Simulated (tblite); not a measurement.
Input of a run (GFN2-xTB geometry optimisation, gas phase (tblite 0.8.0)), started from a force field or distance geometry:
```
{"job": {"kind": "relax", "xc": "GFN2-xTB", "basis": "xTB"}, "charge": 0, "multiplicity": 1}
C      0.188600     3.090100    -0.313400
C      0.280000     1.901600    -0.294400
C      0.442400     0.468300    -0.252300
C      1.781000    -0.057100    -0.698600
O      2.558300    -0.414800     0.454700
C     -0.616700    -0.319500     0.096000
C     -1.983200     0.205900     0.456100
C     -0.525600    -1.818800     0.202100
F      0.740600    -2.261900     0.444200
H      0.088400     4.153100    -0.328100
H      1.679000    -0.941100    -1.344000
H      2.335500     0.682800    -1.259800
H      2.103400    -1.186100     0.846500
H     -2.095600     1.280800     0.327500
H     -2.212600    -0.018700     1.508700
H     -2.744200    -0.276000    -0.157100
H     -1.145000    -2.188100     1.028800
H     -0.883100    -2.294200    -0.728500
```

Output (eV, eV/Å):
```
step      E/eV     max force
  0    -769.24605    1.894
  1    -769.24134    4.410
  2    -769.33708    0.861
  3    -769.35642    0.592
  4    -769.37619    0.383
  5    -769.39894    0.232
  6    -769.40560    0.242
  7    -769.41768    0.209
  8    -769.42313    0.165
  9    -769.42728    0.137
 10    -769.43029    0.136
 11    -769.43336    0.142
 12    -769.43597    0.120
 13    -769.43805    0.113
 14    -769.43962    0.097
 15    -769.44108    0.094
 16    -769.44252    0.091
 17    -769.44369    0.075
 18    -769.44443    0.062
 19    -769.44497    0.048
 20    -769.44546    0.057
 21    -769.44589    0.050
 22    -769.44621    0.039
 23    -769.44647    0.048
 24    -769.44674    0.043
 25    -769.44699    0.035
 26    -769.44719    0.033
 27    -769.44736    0.033
 28    -769.44758    0.037
 29    -769.44790    0.045
 30    -769.44828    0.043
 31    -769.44859    0.043
 32    -769.44884    0.051
 33    -769.44913    0.055
 34    -769.44957    0.053
 35    -769.45016    0.056
 36    -769.45073    0.054
 37    -769.45122    0.059
 38    -769.45178    0.063
 39    -769.45250    0.071
 40    -769.45344    0.077
 41    -769.45447    0.081
 42    -769.45547    0.070
 43    -769.45638    0.067
 44    -769.45731    0.068
 45    -769.45830    0.076
 46    -769.45909    0.080
 47    -769.45900    0.120
 48    -769.46018    0.064
 49    -769.46058    0.055
 50    -769.46155    0.071
 51    -769.46205    0.083
 52    -769.46284    0.079
 53    -769.46345    0.064
 54    -769.46408    0.047
 55    -769.46445    0.056
 56    -769.46487    0.060
 57    -769.46526    0.042
 58    -769.46569    0.056
 59    -769.46611    0.051
 60    -769.46649    0.051
 61    -769.46682    0.051
 62    -769.46719    0.042
 63    -769.46768    0.051
 64    -769.46831    0.067
 65    -769.46897    0.069
 66    -769.46937    0.049
 67    -769.46957    0.038
 68    -769.46975    0.028
 69    -769.46997    0.034
 70    -769.47017    0.024
 71    -769.47031    0.022
 72    -769.47042    0.022
 73    -769.47053    0.025
 74    -769.47064    0.023
 75    -769.47074    0.023
 76    -769.47083    0.024
 77    -769.47094    0.028
 78    -769.47107    0.027
 79    -769.47120    0.023
 80    -769.47130    0.017
 81    -769.47137    0.017
 82    -769.47142    0.017
 83    -769.47148    0.018
 84    -769.47155    0.018
 85    -769.47164    0.020
 86    -769.47174    0.026
 87    -769.47183    0.024
 88    -769.47190    0.014
 89    -769.47195    0.012
 90    -769.47197    0.009
```

Q: Summarise the run.

A: The energy falls by 21.8 kJ/mol over 90 L-BFGS steps, the largest force on an atom goes from 1.89 to 0.009 eV/Å, and the atoms move by 0.245 Å rms after alignment. The bond that changes most is C4–O5 (carbinol carbon (C–OH) to alcohol oxygen), which shortens by 0.030 Å. Bonds longer at the end by more than 0.005 Å: 4 of 17; shorter: 8. Among the angles that change most is C3–C4–O5, from 109.3° to 112.9°. Among the dihedrals that turn most is C3–C6–C8–H18, from -97° to -63°. The energy rose by more than 1e-5 eV at steps 1 and 47.

Q: What are the final bond lengths?

A: C1≡C2 1.201 Å, C2–C3 1.415 Å, C3–C4 1.519 Å, C4–O5 1.406 Å, C3=C6 1.342 Å, C6–C7 1.497 Å, C6–C8 1.505 Å, C8–F9 1.383 Å, C1–H10 1.049 Å, C4–H11 1.101 Å, C4–H12 1.093 Å, O5–H13 0.965 Å, C7–H14 1.086 Å, C7–H15 1.090 Å, C7–H16 1.090 Å, C8–H17 1.094 Å, C8–H18 1.098 Å. Numbering counts from 1 in the input's order; the species is `C#C/C(CO)=C(\C)CF`.

Its GFN2-xTB frequencies are all real (lowest 57 cm⁻¹). The numbers are those of one conformer.

These are computed values.
